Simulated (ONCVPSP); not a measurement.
# An odd input for ONCVPSP 4.0.1 (Bi (Z = 83))

Command:

```bash
oncvpspr.x < Bi.dat > Bi.out
```

Input:

```
# ATOM AND REFERENCE CONFIGURATION
# atsym  z   nc   nv     iexc    psfile
  Bi 83.00   12    3  -001012      upf
#
#   n    l    f
    1    0    2.00
    2    0    2.00
    2    1    6.00
    3    0    2.00
    3    1    6.00
    3    2   10.00
    4    0    2.00
    4    1    6.00
    4    2   10.00
    4    3   14.00
    5    0    2.00
    5    1    6.00
    5    2   10.00
    6    0    1.50
    6    1    3.50
#
# PSEUDOPOTENTIAL AND OPTIMIZATION
# lmax
    2
#
#   l,   rc,      ep,       ncon, nbas, qcut
    0    1.75    0.00    4   11    3.10
    1    2.15    0.00    4    8    3.40
    2    1.65    0.00    4    9   11.20
#
# LOCAL POTENTIAL
# lloc, lpopt,  rc(5),   dvloc0
    4    5    1.50    6.00
#
# VANDERBILT-KLEINMAN-BYLANDER PROJECTORs
# l, nproj, debl
    0    2    0.40
    1    2    2.80
    2    2    1.80
#
# MODEL CORE CHARGE
# icmod, fcfact, rcfact
    3    4.75    1.60
#
# LOG DERIVATIVE ANALYSIS
# epsh1, epsh2, depsh
   -3.00    5.00    0.02
#
# OUTPUT GRID
# rlmax, drl
    6.00    0.01
#
# TEST CONFIGURATIONS
# ncnf
    4
# nvcnf
#   n    l    f
    3
    5    2   10.00
    6    0    2.00
    6    1    3.00
#
    3
    5    2   10.00
    6    0    2.00
    6    1    2.00
#
    3
    5    2   10.00
    6    0    2.00
    6    1    1.00
#
    3
    5    2   10.00
    6    0    0.00
    6    1    5.00
#
```

This is an input that runs to its end, with one change: nbas of l = 0 set to 11. The unchanged file is no sound one. Note: no bound ghost flagged; GHOST(+) flagged for s at 39.6 eV, p3/2 at 118.6 eV.

How does the run end?

The program refuses the input: "test_data: must have ncon+3 <= nbas <= ncon+5, l= 0".

```
ONCVPSP  (Optimized Norm-Conservinng Vanderbilt PSeudopotential)
relativistic version 4.0.1

test_data: must have ncon+3 <= nbas <= ncon+5, l=   0
 for nproj=2
ERROR: test_data found   1 ERROR; stopping
```
